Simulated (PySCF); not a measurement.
**Deuteron quadrupole couplings in `CCOCOC=O`**

Compound: C₄H₈O₃.
Z-matrix (Å and degrees, GFN2-xTB geometry), rows numbered from 1:
```
C 
C   1  1.5245
O   2  1.4265  1  114.18
C   3  1.3761  2  116.71  1    64.36
O   4  1.4366  3  112.15  2    69.28
C   5  1.3228  4  117.98  3  -104.40
O   6  1.1949  5  127.35  4    -3.04
H   1  1.0863  2  108.98  3   167.26
H   1  1.0876  2  111.29  3   -73.56
H   1  1.0875  2  110.09  3    47.89
H   2  1.0921  1  110.42  3  -115.85
H   2  1.0983  1  110.11  3   124.34
H   4  1.0998  3  113.12  2   -53.38
H   4  1.0933  3  106.24  2  -175.28
H   6  1.1031  5  108.43  4   177.72
```

Level: PBE0/pcSseg-1 (PySCF, non-relativistic); Q(2H) = 0.00286 b; rigid geometry, the same for H and D, with no vibrational averaging.

Task: Rank these positions by the coupling χzz of a deuteron there, largest first.
A. H11 (methylene hydrogen)
B. H10 (methyl hydrogen)
C. H13 (methylene hydrogen)
D. H14 (methylene hydrogen)
E. H15 (formyl hydrogen)
F. H9 (methyl hydrogen)

Result: B (212 kHz), F (204 kHz), A (199 kHz), D (193 kHz), E (185 kHz), C (180 kHz).

Task: What are Vzz, η and χzz (234.96 MHz × Q × Vzz) at all hydrogens?

Result: 
```tsv
atom	bonded to	bond length (Å)	Vzz (au)	η	χzz (kHz)
H8	C1	1.086	0.3184	0.03	214
H9	C1	1.088	0.3043	0.02	204
H10	C1	1.088	0.3150	0.01	212
H11	C2	1.092	0.2958	0.06	199
H12	C2	1.098	0.2855	0.08	192
H13	C4	1.100	0.2672	0.06	180
H14	C4	1.093	0.2865	0.05	193
H15	C6	1.103	0.2753	0.03	185
```

Task: How does χzz go with the bond length over the 8 C–H bonds?

Result: A straight-line fit has a slope of -18.1 kHz for each 0.01 Å, with a correlation coefficient of -0.93, over lengths from 1.086 to 1.103 Å. The longer bonds have the smaller couplings here.

Task: Give the 2H NMR doublet splittings at H9 for a magnetic field along the z, y and x axes of the gradient: 3χ/2, 3χ(1 + η)/4, 3χ(1 − η)/4.

Result: With |χ| = 204.5 kHz and η = 0.016: 307, 156 and 151 kHz, to first order and without motion.

Isolated species at its GFN2-xTB geometry (one conformer only). GFN2-xTB bond lengths can be off by several hundredths of an ångström, more for odd bonds, and the gradients follow them. These gradients aren't converged with respect to the basis.
